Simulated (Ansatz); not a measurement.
Calculated with Ansatz (gas phase, PBE0-D4/def2-TZVP geometries, no zero-point term in ΔE). CBS: MP2 limit from def2 TZ/QZ plus the TZ coupled-cluster correction, frozen cores. This one scheme is used for every species, atoms too. Functionals use def2-TZVPP. No spin–orbit coupling; open shells (•) take unrestricted orbitals. Spin–orbit coupling would lower the free atoms: a little for B, C. Each species was taken in one conformer, which may not be the lowest.

`CCB1CC1` → B• + 4 C• + 9 H•  (atomization)

```json
{"level": "r2SCAN-D4", "ΔE (kJ/mol)": "5586.0", "difference from CCSD(T)/CBS": "53.7"}
{"level": "PBE0-D4", "ΔE (kJ/mol)": "5613.0", "difference from CCSD(T)/CBS": "80.7"}
{"level": "ωB97X-V", "ΔE (kJ/mol)": "5563.5", "difference from CCSD(T)/CBS": "31.2"}
{"level": "ωB97M-V", "ΔE (kJ/mol)": "5575.7", "difference from CCSD(T)/CBS": "43.4"}
{"level": "B2PLYP", "ΔE (kJ/mol)": "5507.9", "difference from CCSD(T)/CBS": "-24.4"}
{"level": "PBE", "ΔE (kJ/mol)": "5648.4", "difference from CCSD(T)/CBS": "116.1"}
{"level": "PBE0", "ΔE (kJ/mol)": "5593.8", "difference from CCSD(T)/CBS": "61.5"}
{"level": "HF/def2-TZVPP", "ΔE (kJ/mol)": "4236.6", "difference from CCSD(T)/CBS": "-1295.7"}
{"level": "MP2/def2-TZVPP", "ΔE (kJ/mol)": "5488.6", "difference from CCSD(T)/CBS": "-43.7"}
{"level": "SCS-MP2/def2-TZVPP", "ΔE (kJ/mol)": "5464.2", "difference from CCSD(T)/CBS": "-68.1"}
{"level": "CCSD/def2-TZVPP", "ΔE (kJ/mol)": "5355.2", "difference from CCSD(T)/CBS": "-177.1"}
{"level": "HF/def2-QZVPP", "ΔE (kJ/mol)": "4240.6", "difference from CCSD(T)/CBS": "-1291.7"}
{"level": "SCS-MP2/def2-QZVPP", "ΔE (kJ/mol)": "5538.7", "difference from CCSD(T)/CBS": "6.4"}
{"level": "HF/CBS(def2)", "ΔE (kJ/mol)": "4241.3", "difference from CCSD(T)/CBS": "-1291.0"}
{"level": "MP2/CBS(def2)", "ΔE (kJ/mol)": "5601.4", "difference from CCSD(T)/CBS": "69.1"}
{"level": "CCSD/CBS(def2)", "ΔE (kJ/mol)": "5468.1", "difference from CCSD(T)/CBS": "-64.2"}
{"level": "CCSD(T)/CBS", "ΔE (kJ/mol)": "5532.3", "difference from CCSD(T)/CBS": "0"}
```

Largest T1 diagnostic among the species: 0.014.

In def2-TZVPP, CCSD(T) changes the Hartree–Fock value by +1182.9 kJ/mol (the triples alone add +64.3 kJ/mol) and MP2 by +1252.0 kJ/mol; breaking electron pairs costs correlation energy, which Hartree–Fock lacks. From PBE to PBE0 (25 % exact exchange), in def2-TZVPP and without D4, ΔE moves by −54.7 kJ/mol: exact exchange takes away binding that semilocal exchange gives to molecules.

For atomizations the MP2-based limit and the directly extrapolated one differ by several kJ/mol either way, and by 10 to 25 for some Ge, Se and Sn compounds, so smaller differences from it don't rank the levels.
